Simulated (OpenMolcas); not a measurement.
I+: effect of the active space

```
Program             : OpenMolcas
Method              : CASSCF or its RAS form
Basis               : ANO-R1
Scalar Hamiltonian  : X2C, finite nucleus
Spin-orbit coupling : state interaction with AMFI integrals over the reference wave functions, term energies averaged over their components
```

A. 4 electrons in 3 orbitals (5p); 2S+1 = 3 even, 3 roots; 2S+1 = 1 even, 6 roots; cost roughly 2.3 core-seconds
B. 6 electrons in 4 orbitals (5s 5p); 2S+1 = 3 even, 3 roots; 2S+1 = 1 even, 6 roots; 2S+1 = 3 odd, 3 roots; 2S+1 = 1 odd, 3 roots; cost of the order of 8 core-seconds
C. 6 electrons in 9 orbitals (RAS2 5s 5p; RAS3 5d, at most 2 electrons); 2S+1 = 3 even, 3 roots; 2S+1 = 1 even, 6 roots kept (CI in the orbitals of an earlier block); 2S+1 = 3 odd, 3 roots; 2S+1 = 1 odd, 3 roots kept (CI in the orbitals of an earlier block); cost roughly 20 core-seconds

Energies in eV above 5s2 5p4 3P2, the measured ground level; measured values from NIST Handbook of Basic Atomic Spectroscopic Data.

```json
{"Level": "5s2 5p4 3P2", "A": "0.0000", "B": "0.0000", "C": "0.0000", "Measured": "0.0000"}
{"Level": "5s2 5p4 3P1", "A": "0.7863", "B": "0.7865", "C": "0.7887", "Measured": "0.8787"}
{"Level": "5s2 5p4 3P0", "A": "0.8250", "B": "0.7528", "C": "0.7871", "Measured": "0.7994"}
{"Level": "5s2 5p4 1D2", "A": "1.9216", "B": "1.9219", "C": "1.8583", "Measured": "1.7020"}
{"Level": "5s2 5p4 1S0", "A": "4.1062", "B": "3.4531", "C": "3.6900", "Measured": "3.6577"}
```

Deviations, from unrounded energies. A percentage is the sum of absolute deviations over the sum of measured energies, with the sign that they share, or ± where signs differ.

```csv
Against measurement,Levels,A,B,C
mean absolute deviation (cm-1),4,1600,1100,590
fine structure of the ground term (%),2,±7.0,-8.3,-6.1
other terms of the ground configuration (%),2,+12.5,±7.9,+3.5
```

C lies closest to measurement on these levels and A furthest from it. The largest miss of C in the table is 5s2 5p4 1D2, by +1300 cm-1. The ranking rests on the paired levels alone, and a cruder setting can come out closer through cancelling errors.

Among A to C the level of the table that moves most is 5s2 5p4 1S0, by 5300 cm-1 (lowest in B, highest in A).

With the s shell closed, the reference lacks s² → p² mixing (holds for A). Terms from blocks run as CI alone lack orbitals of their own (holds for C). Active for correlation alone: 5d; no level in the range computed is led by a configuration that fills it, so any true level of that kind is missing (holds for C). Computed and measured levels are paired by configuration, term and J; levels that our copy of the source lacks, or whose pairing is in doubt (as where it misses far off the trend of its configuration), stay unpaired and out of the deviations. Levels of configurations outside the active space are missing. Levels that lie high or do not pair safely by name in every column are left out.
